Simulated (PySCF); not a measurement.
Geometries of 2 isomers of C4H4Se, from PySCF, PBE0-D3(BJ)/def2-SVP geometry optimisation, gas phase. One conformer each, no zero-point energy, no frequencies.

Task: Which isomer lies lower at this level?
A.
```xyz
9
angstrom
C      0.638   -0.745   -0.158
C     -0.781   -0.582   -0.179
C     -1.212    0.682    0.107
Se     0.207    1.827    0.443
C      1.338    0.389    0.143
H      1.129   -1.698   -0.367
H     -1.470   -1.400   -0.404
H     -2.241    1.038    0.149
H      2.419    0.501    0.215
```
B.
```xyz
9
angstrom
C      2.127    0.623    0.292
C      1.102   -0.017    0.149
C     -0.112   -0.726   -0.017
C     -1.352    0.097   -0.174
Se    -0.108   -2.502   -0.030
H      3.047    1.164    0.421
H     -1.492    0.735    0.715
H     -1.248    0.777   -1.036
H     -2.233   -0.542   -0.311
```

Result: A. That is `c1cc[se]c1` (selenophene), 50.2 kcal/mol below the other.

| SMILES | atoms numbered as above | E (Eh) | relative (kcal/mol) | relative (kJ/mol) | dipole (D) |
| --- | --- | --- | --- | --- | --- |
| c1cc[se]c1 | [cH:1]1[cH:2][cH:3][se:4][cH:5]1 | -2555.49578 | 0.0 | 0.0 | 0.27 |
| C#CC(C)=[Se] | [CH:1]#[C:2][C:3]([CH3:4])=[Se:5] | -2555.41573 | 50.2 | 210.2 | 2.36 |

As drawn, the lower has an aromatic ring, which the higher lacks; the higher has a C≡C bond, which the lower lacks.
